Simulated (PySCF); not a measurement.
# SeH₄: one-bond stretch

All numbers come from TPSS in PySCF with Se def2-TZVP, H def2-TZVP; no relativity; density-fitted integrals.

Rigid scan from the singlet minimum (Se–H 1.478 Å (×2), Se–H 1.694 Å (×2); H–Se–H 84.3° (×4), H–Se–H 106.1°, H–Se–H 161.0°). Coordinate: the bond from Se to the last atom (H) scaled, the rest fixed. Energies in kJ/mol from the minimum.

| scale of one bond | E (kJ/mol) | dipole size (D) |
| --- | --- | --- |
| 0.92 | 16.2 | 0.33 |
| 0.96 | 3.6 | 0.32 |
| 1.00 | 0.0 | 0.31 |
| 1.05 | 4.5 | 0.30 |
| 1.12 | 21.6 | 0.28 |
| 1.20 | 49.2 | 0.30 |
| 1.35 | 106.1 | 0.55 |
| 1.55 | 171.5 | – |
| 1.80 | 230.3 | – |
| 2.20 | 285.2 | – |

At long bonds a restricted determinant can lie too high, and another spin state can fall below this curve.

The scan took 36 s on 2 threads of a shared Arm Neoverse V1 host; the process peaked at 0.96 GiB. Launch command: `OMP_NUM_THREADS=2 python axn.py task.json out`.
